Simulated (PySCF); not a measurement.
Polarisability and C₆ of Fe⁺ (iron, charge +1)

[Ar] 3d6 4s1, high-spin 6D determinant. Calculation: PySCF 2.14, in aug-cc-pwCVTZ-DK (10s9p7d4f3g, 127 functions); scalar relativity by spin-free X2C-1e. Coupled (time-dependent) response in atomic units; α is the mean over directions.

| method | mean α (bohr³) | α xx, yy, zz | C₆ (like pair) | S(−4) |
| --- | --- | --- | --- | --- |
| PBE0 | 26.44 | 25.94, 25.94, 27.44 | 132.2 | 576.6 |

S(−4) is the Cauchy moment in α(ω) = α(0) + S(−4) ω² + …

α(iu) at PBE0:

```
u (hartree)  α(iu) (bohr³)
          0          26.44
     0.0500          25.09
      0.100          21.85
      0.200          14.97
      0.300          10.43
      0.500          6.071
      0.750          3.897
       1.00          2.851
       1.50          1.817
       2.00          1.297
       3.00         0.7756
       5.00         0.3758
```

For an ion, C₆ is the dispersion term alone; charge-induced terms of lower order in 1/R come first.

The components differ because the open shell of this determinant is not spherical; for a pure term their mean is the scalar polarisability.
